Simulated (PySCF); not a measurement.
C2H10O2Si2, SMILES C[C@H](O)[SiH2]O[SiH3]. Geometry optimised at ωB97X-D3(BJ)/def2-SVP. The structure was generated by enumeration; whether it is a known compound was not checked. One conformer was computed; it need not be the lowest.

Computed equilibrium geometry at ωB97X-D3(BJ)/def2-SVP (PySCF confirms it by a frequency run) as bond lengths and angles (one conformer of several):
Atoms: C1 C2 O3 Si4 O5 Si6 H7 H8 H9 H10 H11 H12 H13 H14 H15 H16. Bonded distances (Å): C1–C2 1.528, C1–H7 1.101, C1–H8 1.102, C1–H9 1.103, C2–O3 1.428, C2–Si4 1.889, C2–H10 1.104, O3–H11 0.967, Si4–O5 1.674, Si4–H12 1.491, Si4–H13 1.494, O5–Si6 1.662, Si6–H14 1.492, Si6–H15 1.487, Si6–H16 1.492. Bond angles (°): C2–C1–H7 110.1, C2–C1–H8 111.4, C2–C1–H9 110.7, H7–C1–H8 108.7, H7–C1–H9 108.1, H8–C1–H9 107.8, C1–C2–O3 111.7, C1–C2–Si4 113.2, C1–C2–H10 109.3, O3–C2–Si4 106.4, O3–C2–H10 105.9, Si4–C2–H10 110.0, C2–O3–H11 106.7, C2–Si4–O5 102.6, C2–Si4–H12 112.0, C2–Si4–H13 113.6, O5–Si4–H12 109.4, O5–Si4–H13 109.7, H12–Si4–H13 109.4, Si4–O5–Si6 139.3, O5–Si6–H14 110.3, O5–Si6–H15 108.2, O5–Si6–H16 110.2, H14–Si6–H15 109.7, H14–Si6–H16 108.9, H15–Si6–H16 109.6.
Charge 0, spin multiplicity 1.
